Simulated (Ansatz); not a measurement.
Reaction (cleavage of the Si–Si bond): `[SiH3][SiH2][GeH2][SiH3]` + `BN[SiH3]` → `BN([SiH3])[SiH3]` + `[SiH3][GeH2][SiH3]`

Isolated molecules relaxed with PBE0-D4/def2-TZVP in Ansatz; ΔE leaves out vibrations. CCSD(T)/CBS adds triple-zeta CCSD(T) − MP2 to the extrapolated MP2 energy (def2 sets, frozen cores). DFT in def2-TZVPP. B3LYP here is the variant with VWN-RPA as its local correlation; programs differ in this. HSE06 is defined as in plane-wave codes. For Ge outer-core shells are correlated without core-valence functions, which leaves a few kJ/mol of doubt a bond. Scalar relativity is left out up to krypton. One conformer a species, not always the lowest.

`[SiH3][SiH2][GeH2][SiH3]`:

```xyz
14

Si    0.789   -0.355   -2.232
Si    1.344   -0.948   -0.041
Ge   -0.558   -0.670    1.364
Si   -1.357    1.568    1.241
H     0.380    1.075   -2.271
H     1.936   -0.550   -3.159
H    -0.353   -1.185   -2.702
H     1.819   -2.359    0.005
H     2.442   -0.071    0.452
H    -0.207   -1.024    2.822
H    -1.669   -1.634    0.904
H    -0.271    2.511    1.618
H    -2.513    1.776    2.152
H    -1.783    1.867   -0.152
```

`BN[SiH3]`:

Z-matrix (Å, degrees):
```
Si
N 1 1.745
H 1 1.487 2 110.4
H 1 1.480 2 107.6 3 -120.5
H 1 1.487 2 110.4 3 119.0
B 2 1.399 1 126.7 3 120.4
H 2 1.011 1 116.7 3 -59.6
H 6 1.198 2 119.6 1 -180.0
H 6 1.198 2 119.0 1 -0.0
```

`BN([SiH3])[SiH3]`:

```xyz
12

B    -0.525    1.289   -0.917
N    -0.068    0.189   -0.165
Si    0.945   -1.063   -0.854
Si   -0.554    0.111    1.521
H    -0.230    1.402   -2.073
H    -1.218    2.113   -0.382
H     0.270   -2.381   -0.731
H     1.189   -0.742   -2.279
H     2.232   -1.134   -0.115
H    -2.031    0.043    1.633
H    -0.053    1.295    2.261
H     0.042   -1.122    2.100
```

`[SiH3][GeH2][SiH3]`:

Cartesian coordinates in Å:
```
Si 1.802 0.856 -0.004
Ge 0.018 -0.465 -0.859
Si -1.816 -0.503 0.656
H 2.256 0.303 1.299
H 1.336 2.252 0.209
H 2.953 0.872 -0.946
H -0.443 0.105 -2.214
H 0.513 -1.903 -1.105
H -2.933 -1.325 0.121
H -2.306 0.883 0.885
H -1.380 -1.074 1.958
```

```json
{"level": "LDA (SPW92)", "ΔE (kJ/mol)": "-13.6", "difference from CCSD(T)/CBS": "17.7"}
{"level": "r2SCAN-D4", "ΔE (kJ/mol)": "-22.9", "difference from CCSD(T)/CBS": "8.4"}
{"level": "B3LYP-D4", "ΔE (kJ/mol)": "-27.9", "difference from CCSD(T)/CBS": "3.4"}
{"level": "r2SCANh-D4", "ΔE (kJ/mol)": "-23.9", "difference from CCSD(T)/CBS": "7.4"}
{"level": "HSE06-D4", "ΔE (kJ/mol)": "-15.5", "difference from CCSD(T)/CBS": "15.8"}
{"level": "ωB97X-V", "ΔE (kJ/mol)": "-28.3", "difference from CCSD(T)/CBS": "3.0"}
{"level": "B2PLYP", "ΔE (kJ/mol)": "-31.8", "difference from CCSD(T)/CBS": "-0.5"}
{"level": "revPBE", "ΔE (kJ/mol)": "-7.5", "difference from CCSD(T)/CBS": "23.8"}
{"level": "BLYP", "ΔE (kJ/mol)": "-22.0", "difference from CCSD(T)/CBS": "9.3"}
{"level": "r2SCAN", "ΔE (kJ/mol)": "-23.0", "difference from CCSD(T)/CBS": "8.3"}
{"level": "B3LYP", "ΔE (kJ/mol)": "-26.4", "difference from CCSD(T)/CBS": "4.9"}
{"level": "HSE06", "ΔE (kJ/mol)": "-15.3", "difference from CCSD(T)/CBS": "16.0"}
{"level": "LC-ωPBE", "ΔE (kJ/mol)": "-23.1", "difference from CCSD(T)/CBS": "8.2"}
{"level": "CCSD(T)/def2-SVP", "ΔE (kJ/mol)": "-27.0", "difference from CCSD(T)/CBS": "4.3"}
{"level": "HF/def2-TZVPP", "ΔE (kJ/mol)": "-44.6", "difference from CCSD(T)/CBS": "-13.3"}
{"level": "SCS-MP2/def2-TZVPP", "ΔE (kJ/mol)": "-40.8", "difference from CCSD(T)/CBS": "-9.5"}
{"level": "CCSD(T)/CBS", "ΔE (kJ/mol)": "-31.3", "difference from CCSD(T)/CBS": "0"}
```

Largest T1 diagnostic among the species: 0.013.

From PBE to PBE0 (25 % exact exchange), in def2-TZVPP and without D4, ΔE moves by −6.1 kJ/mol. In def2-TZVPP, CCSD(T) changes the Hartree–Fock value by +13.3 kJ/mol (the triples alone add +1.7 kJ/mol) and MP2 by +6.6 kJ/mol. At CCSD(T), def2-SVP lies +4.3 kJ/mol from the extrapolated value and def2-TZVPP −0.0 kJ/mol.

CCSD(T)/CBS has its own doubt, a few kJ/mol and more with outer-core shells, so smaller differences from it don't rank the levels.
